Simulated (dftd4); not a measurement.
C$_{3}$H$_{9}$O, charge +1, singlet, geometry from GFN2-xTB; D4 for pbe (dftd4).

Input for dftd4:
```
$ dftd4 mol.xyz --func pbe --charge 1 --json dftd4.json --noedisp --property

# file mol.xyz
13

O      0.05586026    -0.68329506     0.10783272
C     -0.01267142     0.78735284     0.04115579
C      1.38355249    -1.24026318    -0.03569941
C     -1.46605047     1.19333821    -0.02607106
H      0.46194579     1.14755225     0.95586541
H      0.54921487     1.13949274    -0.82841198
H      1.30407869    -2.32340103     0.04514691
H      1.83952611    -0.96559385    -0.98766160
H      1.99255470    -0.86591714     0.78630868
H     -1.93476522     0.85317512    -0.94730704
H     -2.01811662     0.80424113     0.82553218
H     -1.53452893     2.27727882    -0.00067742
H     -0.53577495    -1.04303488    -0.58776898
```

What the program printed (banner, timings and long lists left out):

```
                    ____  _____ _____     ____  _  _
      -------------|  _ \|  ___|_   _|---|  _ \| || |------------
     |             | | | | |_    | | ___ | | | | || |_           |
     |             | |_| |  _|   | ||___|| |_| |__   _|          |
     |             |____/|_|     |_|     |____/   |_|            |
     |             ===================================           |
     |            E. Caldeweyher, S. Ehlert & S. Grimme          |
     |          Mulliken Center for Theoretical Chemistry        |
     |                    University of Bonn                     |
      -----------------------------------------------------------

Rational (Becke-Johnson) damping: pbe-D4-ATM
---------------------
  s6         1.0000
  s8         0.9595
  s9         1.0000
  a1         0.3857
  a2         4.8069
 alp        16.0000
--------------------

Atomic data, radii in Ångström:
------------------------------------------------------
   Z          R(cov)      r4/r2   hardness         EN
------------------------------------------------------
   8 O        0.8400     1.3725     0.5869     3.4400
   6 C        1.0000     1.6431     0.4220     2.5500
   1 H        0.4267     1.0622     0.4726     2.2000
------------------------------------------------------

Atomic reference systems (in atomic units):
----------------------------------------------------------------------------
   Z        #      CN     q+Z       C6(AA)   #      CN     q+Z       C6(AA)
----------------------------------------------------------------------------
   8 O      1  0.0000  8.0000      15.5711   2  0.8042  7.6453      20.8489
            3  1.6112  7.4012      24.8631   4  0.9798  8.0000      14.9880
   6 C      1  0.0000  6.0000      49.3833   2  0.9189  5.8288      52.1688
            3  1.9079  5.8579      35.6972   4  2.8312  5.7775      35.8445
            5  3.7487  5.7435      28.6317   6  2.9183  5.8956      32.2504
            7  0.8556  6.2103      25.6194
   1 H      1  0.0000  1.0000       7.6362   2  0.8942  1.0000       3.0374
----------------------------------------------------------------------------

Atomic properties (in atomic units):
----------------------------------------------------------------------------
     #    Z              CN          q      C6(AA)        C8(AA)   alpha(0)
----------------------------------------------------------------------------
     1    8 O        2.4894    -0.3457     19.6077      395.6942     5.9936
     2    6 C        3.6723    -0.0415     24.0797      696.4265     7.1122
     3    6 C        3.6262    -0.0690     24.8239      717.9497     7.2535
     4    6 C        3.7512    -0.1504     26.2460      759.0793     7.3935
     5    1 H        0.9243     0.1705      1.2612       15.2452     1.7562
     6    1 H        0.9241     0.1559      1.3527       16.3514     1.8188
     7    1 H        0.9246     0.1792      1.2104       14.6323     1.7205
     8    1 H        0.9244     0.1599      1.3268       16.0387     1.8013
     9    1 H        0.9246     0.1723      1.2507       15.1187     1.7489
    10    1 H        0.9247     0.1644      1.2984       15.6958     1.7819
    11    1 H        0.9249     0.1766      1.2254       14.8126     1.7311
    12    1 H        0.9249     0.1690      1.2702       15.3550     1.7625
    13    1 H        0.8027     0.2588      0.8596       10.3914     1.4565
----------------------------------------------------------------------------

Molecular properties (in atomic units):
----------------------------------------
 molecular C6                 860.7292
 molecular C8               18228.0708
----------------------------------------

Dispersion energy:      -5.6015931556694E-03 Eh

[Info] JSON dump of results written to 'dftd4.json'
```
